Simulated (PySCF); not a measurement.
Shieldings and the share of exact exchange

Molecule: `C=C[SiH2]N[SiH2]P`, C₂H₁₀NPSi₂.

Geometry:
```
atom   x (Å)   y (Å)   z (Å)
  C1  -3.199   1.367  -0.118
  C2  -2.004   0.906  -0.506
 Si3  -1.178  -0.564   0.296
  N4   0.382  -0.132   0.947
 Si5   1.927  -0.893   0.717
  P6   3.415   0.669   0.023
  H7  -3.759   0.899   0.701
  H8  -3.679   2.229  -0.596
  H9  -1.490   1.419  -1.331
 H10  -0.918  -1.653  -0.692
 H11  -2.126  -1.062   1.345
 H12   0.385   0.681   1.560
 H13   1.723  -2.006  -0.256
 H14   2.500  -1.458   1.981
 H15   4.482  -0.269  -0.136
 H16   3.011   0.603  -1.347
```

GIAO shieldings (ppm, equivalent atoms averaged) in PySCF 2.14.0 with density-fitted response routines on the PBE0-D3(BJ)/def2-SVP geometry, basis pcSseg-1, gas phase, non-relativistic:

```tsv
functional	exact exchange (%)	σ(Si5)	σ(Si3)	σ(N4)
BLYP	0	348.5	352.2	232.1
BP86	0	356.5	358.8	237.7
PBE	0	357.5	359.0	237.8
B3LYP	20	362.3	365.3	239.2
PBE0	25	374.6	375.6	245.9
mPW1PW91	25	373.1	374.9	245.5
HF	100	419.8	420.9	257.4
```

(1) Fit each shielding as a line in the percentage of exact exchange.

(2) What does the line predict for BHandHLYP (50 %), and what does the run give?

## Answers

(1) σ(Si5) = 354.3 + 0.66 x (rms 3.7 ppm); σ(Si3) = 356.7 + 0.65 x (rms 2.9 ppm); σ(N4) = 237.0 + 0.22 x (rms 2.7 ppm). The functionals also differ in their semilocal parts, which the line can't hold; Hartree–Fock has no correlation at all.

(2) σ(Si5): 387.3 predicted, 383.1 computed; σ(Si3): 389.2 predicted, 385.2 computed; σ(N4): 248.0 predicted, 247.0 computed ppm.
